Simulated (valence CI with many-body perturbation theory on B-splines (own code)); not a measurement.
## Run record, Tb⁶⁰⁺

Calculated by valence CI with perturbative core correlation (CI+MBPT): three valence electrons over a frozen Dirac-Fock core [He], a basis of 11 s, 11 p, 9 d, 7 f, 5 g, 2 h, 1 i functions for each j, with the one-electron correlation potential Σ1 (screened to all orders), the two-electron term Σ2, the three-electron term Σ3, Breit, model QED; selected single and double excitations, second order for the rest (own B-spline code, finite nucleus).

Command, and the settings that its task file holds:

```sh
python run_cv.py task.json out
```

```
atom Tb  Z=65  mass_number=159  rms_radius_fm=5.0600
core [He]
valence 2s2 2p1
avg = 1
basis = L
breit = 1
cap = 40000
capref = 1200
cscale = 1
de = 0.0
dress = 0
eps = 2e-08
h = 0.27
hh = 1
l2 = 3
lcore = 6
maxit = 60
n2 = 5
natural = 1
nlev = 60
nno = [7, 7, 6, 5, 4, 2, 1]
nroot = 26
nsp = [4, 4, 3, 2, 1, 0, 0]
pt2 = 1
qed = 1
rpa = 1
s1 = 1
s2 = 1
s3 = 1
screen = 1
tol = 2e-05
```

Question: Roughly how long does this run take on one core of Intel(R) Xeon(R) Platinum 8488C (Sapphire Rapids), and how much memory?

Answer: 99 s on 1 thread of Intel(R) Xeon(R) Platinum 8488C (Sapphire Rapids), with other jobs on the host, peak memory 0.7 GiB.

Log. The first blocks belong to the next ion, which gives the ionisation energy. Fields: 2J, parity (1 odd), roots, reference size, generating configurations, candidates as configurations/state functions, variational space P, stored matrix elements, Davidson steps; e2 is the range of second-order energies in hartree. The first line gives the box (bohr), its intervals, the orbitals and the steps of their self-consistent field. Window is the range of levels sought, series limit the energy at which the first omitted orbital would enter, core excitation an estimate of the first excitation out of the core, left out the lowest levels not solved, and shifts from estimates the range by which levels moved from their first estimate, all in cm⁻¹.

```
rmax 1.4 intervals 54 orbitals 81 references ['2s2 2p', '2s 2p2', '2p3'] scf 2 t 0.4
2J=0 par=0 roots 2 ref 18 generators 3 cand 364/364 P 357/357 nnz 0 it 0
2J=0 par=0 roots 2 ref 18 generators 3 cand 25/25 P 369/369 nnz 0 it 0
   second order: generators 3 cand 13/13 e2 -0.00000 -0.00000
2J=0 par=1 roots 2 ref 16 generators 3 cand 314/314 P 305/305 nnz 0 it 0
2J=0 par=1 roots 2 ref 16 generators 4 cand 25/25 P 319/319 nnz 0 it 0
   second order: generators 6 cand 11/11 e2 -0.00000 -0.00000
2J=2 par=1 roots 2 ref 41 generators 2 cand 828/828 P 765/765 nnz 0 it 0
2J=2 par=1 roots 2 ref 41 generators 2 cand 104/104 P 825/825 nnz 0 it 0
   second order: generators 2 cand 44/44 e2 -0.00000 -0.00000
reference levels 513, estimated 426, window 73963951 1/cm; series limit 95651643, core excitation 359448500
2J=1 par=1 roots 15 ref 48 generators 13 cand 6053/9067 P 5438/8000 nnz 5.9e+06 it 5
2J=1 par=1 roots 15 ref 48 generators 13 cand 2826/4265 P 6448/9611 nnz 8.4e+06 it 5
   second order: generators 15 cand 3378/4965 e2 -0.00001 -0.00000
2J=1 par=0 roots 16 ref 50 generators 14 cand 5992/8982 P 5362/7999 nnz 5.9e+06 it 5
2J=1 par=0 roots 16 ref 50 generators 15 cand 2941/4323 P 6567/9904 nnz 9e+06 it 5
   second order: generators 17 cand 2921/4005 e2 -0.00001 -0.00000
2J=3 par=1 roots 21 ref 72 generators 16 cand 8394/16991 P 4031/8000 nnz 6.6e+06 it 5
2J=3 par=1 roots 21 ref 72 generators 16 cand 6245/12703 P 7548/15694 nnz 2.3e+07 it 7
   second order: generators 17 cand 3679/6489 e2 -0.00001 -0.00000
2J=3 par=0 roots 19 ref 70 generators 13 cand 8426/16985 P 3996/8000 nnz 6.6e+06 it 5
2J=3 par=0 roots 19 ref 70 generators 14 cand 6255/12694 P 7506/15588 nnz 2.3e+07 it 6
   second order: generators 15 cand 3913/7824 e2 -0.00001 -0.00000
2J=5 par=0 roots 14 ref 66 generators 12 cand 9327/20918 P 3703/8000 nnz 6.9e+06 it 5
2J=5 par=0 roots 14 ref 66 generators 13 cand 7375/16624 P 7235/16658 nnz 2.7e+07 it 5
   second order: generators 15 cand 6453/16428 e2 -0.00001 -0.00000
2J=5 par=1 roots 13 ref 62 generators 9 cand 9322/21000 P 3709/7999 nnz 6.9e+06 it 5
2J=5 par=1 roots 13 ref 62 generators 10 cand 7392/16702 P 7209/16620 nnz 2.7e+07 it 7
   second order: generators 11 cand 5168/12052 e2 -0.00001 -0.00000
2J=7 par=1 roots 6 ref 43 generators 5 cand 7175/17872 P 3456/8000 nnz 7.8e+06 it 5
2J=7 par=1 roots 6 ref 43 generators 5 cand 5027/12641 P 5046/12295 nnz 1.8e+07 it 5
   second order: generators 6 cand 4786/13120 e2 -0.00001 -0.00001
2J=7 par=0 roots 5 ref 41 generators 5 cand 7181/17840 P 3392/8000 nnz 8.1e+06 it 5
2J=7 par=0 roots 5 ref 41 generators 5 cand 5015/12401 P 4786/11779 nnz 1.7e+07 it 5
   second order: generators 9 cand 7675/22083 e2 -0.00002 -0.00000
2J=9 par=1 roots 2 ref 20 generators 2 cand 4623/12549 P 2393/5387 nnz 3.6e+06 it 4
2J=9 par=1 roots 2 ref 20 generators 2 cand 3433/9682 P 3037/7244 nnz 6.7e+06 it 4
   second order: generators 3 cand 4981/13887 e2 -0.00001 -0.00001
2J=9 par=0 roots 2 ref 23 generators 2 cand 3202/8227 P 2493/5910 nnz 5.6e+06 it 4
2J=9 par=0 roots 2 ref 23 generators 2 cand 1952/4835 P 2907/6966 nnz 7.9e+06 it 4
   second order: generators 4 cand 3782/10155 e2 -0.00001 -0.00001
left out: unestimated 103462982, estimated 82300834, shifts from estimates -22 to 58
operators 0.2
```

The Davidson iterations converged.

The last digits are not significant, and no measured levels were compared; by estimate large intervals hold to a few tenths of a per cent, small ones and those within an open d or f shell to about a per cent.

- Valence energy: -1586.223 hartree
- Ionisation energy: 13997 eV (NIST: 14003 ± 10 eV (theoretical))
- Reference configurations for the orbitals: 2s2 2p, 2s 2p2, 2p3
- Radial orbitals: 81
- Box radius: 1.382 bohr
- Largest variational space: 16658
- Lowest levels: (2s^2 2p1/2) J=1/2 0.0, (2s 2p1/2^2) J=1/2 218.3, (2s^2 2p3/2) J=3/2 814.2, (2s 2p1/2 2p3/2) J=3/2 [a] 966.9, (2s 2p1/2 2p3/2) J=5/2 1004.2, (2s 2p1/2 2p3/2) J=1/2 1065.3, (2s 2p1/2 2p3/2) J=3/2 [b] 1067.0, (2p1/2^2 2p3/2) J=3/2 1295.9, (2s 2p3/2^2) J=5/2 1799.0, (2s 2p3/2^2) J=1/2 1891.6, (2s 2p3/2^2) J=3/2 1892.5, (2p1/2 2p3/2^2) J=3/2 2068.9, (2p1/2 2p3/2^2) J=5/2 2090.8, (2p1/2 2p3/2^2) J=1/2 2139.2 eV

Levels are named by their leading jj configuration (3d3/2^4 stands for four electrons in 3d with j = 3/2), which in mixed levels can hold well under half, so a name can repeat and another be missing. Letters in brackets count levels of one name in rising energy.
